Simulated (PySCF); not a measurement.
All of these have the formula C8H12. Theory: TDDFT CAM-B3LYP/def2-SVPD, vertical, gas phase, core orbitals frozen in the response (PySCF). Geometries: PBE0-D3(BJ)/def2-SVP; one conformer of each isolated species. Triplets are in the Tamm–Dancoff approximation.

A. `C(C1CCCC1)C#C`
B. `C1=C[C@H]2CC[C@@H]1CC2`
C. `C=C/C=C/C1CCC1`
D. `C#CC(=C)C(C)(C)C`

Lowest singlet levels (six at most, fewer where fewer were computed) with oscillator strengths:

1. 221 nm (f 0.997); 191 nm (f 0.000); 187 nm (f 0.000); 176 nm (f 0.049); 173 nm (f 0.000); 171 nm (f 0.003); T1 3.11 eV
2. 192 nm (f 0.000); 184 nm (f 0.002); 183 nm (f 0.001); 165 nm (f 0.019); 163 nm (f 0.054); 151 nm (f 0.024); T1 5.34 eV
3. 223 nm (f 0.000); 218 nm (f 0.210); 199 nm (f 0.000); 180 nm (f 0.000); 169 nm (f 0.238); 163 nm (f 0.017)
4. 183 nm (f 0.040); 179 nm (f 0.180); 168 nm (f 0.007); 161 nm (f 0.000); 161 nm (f 0.000); 159 nm (f 0.000); T1 4.22 eV

Question: Match each spectrum to its molecule.

Answer: 1 = C, 2 = A, 3 = D, 4 = B.
- A: S1 at 6.47 eV, HOMO→LUMO+5 (29%), HOMO→LUMO (14%), HOMO→LUMO+1 (13%); Löwdin shares by element: HOMO carbon 84% or more (atoms not listed hold the other 16%); LUMO carbon 19% or more, hydrogen 17% or more (atoms not listed hold the other 64%); HOMO -9.00 and LUMO 1.32 eV.
- B: S1 at 6.78 eV, HOMO→LUMO (83%), HOMO→LUMO+3 (14%); Löwdin shares by element: HOMO carbon 78% or more (atoms not listed hold the other 22%); LUMO carbon 25% or more (atoms not listed hold the other 75%); HOMO -8.28 and LUMO 1.33 eV; point group C2v, 3 of its 6 listed states under f = 0.0005.
- C: S1 at 5.62 eV, HOMO→LUMO (98%); Löwdin shares by element: HOMO carbon 80% or more (atoms not listed hold the other 20%); LUMO carbon 76% or more (atoms not listed hold the other 24%); HOMO -7.64 and LUMO 0.32 eV.
- D: S1 at 5.57 eV, HOMO-1→LUMO (92%); Löwdin shares by element: HOMO carbon 88% or more; LUMO carbon 79% or more (atoms not listed hold the other 21%); HOMO -8.23 and LUMO 0.33 eV; point group Cs, 3 of its 6 listed states under f = 0.0005.
C and D have S1 within 0.05 eV of each other; their strongest listed levels stand at 5.62 eV (f 0.997) and 7.33 eV (f 0.238).
